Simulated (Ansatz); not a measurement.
# Loss of H2: C2H4FSi → C2H2FSi + H2

Species: C2H4FSi `[H]/[C]=C/[SiH2]F`, doublet; C2H2FSi `C#C[SiH]F`, doublet; H2, singlet. This is a balance of energies; it says nothing on the path, which may need atoms to shift.

Shapes, held fixed at every level: PBE0-D4/def2-TZVP. Flexible molecules stand in one conformer, not always the lowest. Programs: Ansatz 0.2.0. The zero-point and thermal change to 298 K, harmonic and unscaled (PBE0-D4/def2-TZVP), is -15.4 kJ/mol.

```
                level                    kind  ΔH(298 K) (kJ/mol)  CPU time (sum over the molecules)
     SPW92/def2-TZVPP                     LDA              +110.0                              8.5 s
    PBE-D4/def2-TZVPP                     GGA               +86.8                               16 s
  BHLYP-D4/def2-TZVPP           global hybrid              +108.6                               25 s
r2SCAN0-D4/def2-TZVPP           global hybrid              +110.4                               40 s
   wB97M-V/def2-TZVPP  range-separated hybrid               +96.6                               71 s
   wB97X-V/def2-TZVPP  range-separated hybrid              +105.3                               62 s
    B2PLYP/def2-TZVPP           double hybrid               +80.0                               35 s
```

B2PLYP/def2-TZVPP gives ΔH(298 K) = +80.0 kJ/mol; the levels span +80.0 to +110.4. The median of the levels is +105.3. No measured value is set beside it here. Spin contamination: C2H4FSi (⟨S²⟩ up to 0.92), C2H2FSi (⟨S²⟩ up to 0.82). Open shells run unrestricted. B2PLYP/def2-TZVPP lies outside the range of all other levels here, so it shouldn't be taken on trust. Times are processor times on shared x86 and Arm servers, and rough.
